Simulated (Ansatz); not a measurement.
Ge4H6, 10 atoms. Hardware: 4 threads of Intel Xeon Platinum 8223CL on a shared host.

Correlated methods freeze 36 core orbitals; core or outer-core shells of Ge are correlated, in sets that lack core-valence functions.

**Question.** How many basis functions does each of these Ansatz runs have, and roughly what does it cost? CAM-B3LYP-D4/def2-TZVPD, charge 0 singlet, energy, from earlier orbitals; PBE-D4/def2-TZVPD, charge -1 doublet at the geometry of the charge 0 singlet, energy, from earlier orbitals; HF/STO-3G, charge 0 singlet, energy; LC-ωPBE/def2-TZVP, charge 0 singlet, energy, from earlier orbitals; CAM-B3LYP-D4/def2-TZVPD, charge -1 doublet at the geometry of the charge 0 singlet, energy, from earlier orbitals; PBE0-D4/def2-TZVPD, charge -1 doublet at the geometry of the charge 0 singlet, energy; PBE-D4/def2-TZVP, charge 0 singlet, energy, from earlier orbitals; B3LYP-D4/def2-TZVP, charge 0 singlet, energy, from earlier orbitals; PBE-D4/def2-TZVPD, charge 0 singlet, energy, from earlier orbitals; MP2/def2-TZVP, charge 0 singlet, energy, from earlier orbitals; PBE-D4/def2-TZVP, charge 0 triplet at the geometry of the charge 0 singlet, energy, from earlier orbitals; CCSD(T)/def2-SVP, charge 0 singlet, energy, from earlier orbitals.

**Answer.** Other jobs shared the machine, so times can vary by a factor of up to 3. A dash marks memory too small to be measured apart from the calling script's.

```
                                                                                                              run  functions  fitting or Cholesky vectors  wall time  peak host memory (GiB)
                                                                              HF/STO-3G, charge 0 singlet, energy         78                          801     0.65 s                       –
                                                PBE-D4/def2-TZVP, charge 0 singlet, energy, from earlier orbitals        228                         1696      2.4 s                       –
                                               PBE-D4/def2-TZVPD, charge 0 singlet, energy, from earlier orbitals        270                         1798      3.4 s                       –
                                               LC-ωPBE/def2-TZVP, charge 0 singlet, energy, from earlier orbitals        228                         1696      3.8 s                       –
        PBE-D4/def2-TZVP, charge 0 triplet at the geometry of the charge 0 singlet, energy, from earlier orbitals        228                         1696      4.4 s                       –
                                              B3LYP-D4/def2-TZVP, charge 0 singlet, energy, from earlier orbitals        228                         1820        5 s                     1.1
      PBE-D4/def2-TZVPD, charge -1 doublet at the geometry of the charge 0 singlet, energy, from earlier orbitals        270                         1798      6.5 s                    0.66
                                                   MP2/def2-TZVP, charge 0 singlet, energy, from earlier orbitals        228                         1608        7 s                     0.9
                                         CAM-B3LYP-D4/def2-TZVPD, charge 0 singlet, energy, from earlier orbitals        270                         1962       10 s                     1.7
                            PBE0-D4/def2-TZVPD, charge -1 doublet at the geometry of the charge 0 singlet, energy        270                         2010       18 s                     1.9
CAM-B3LYP-D4/def2-TZVPD, charge -1 doublet at the geometry of the charge 0 singlet, energy, from earlier orbitals        270                         1962       25 s                       2
                                                CCSD(T)/def2-SVP, charge 0 singlet, energy, from earlier orbitals        158                         1570       31 s                     1.3
```
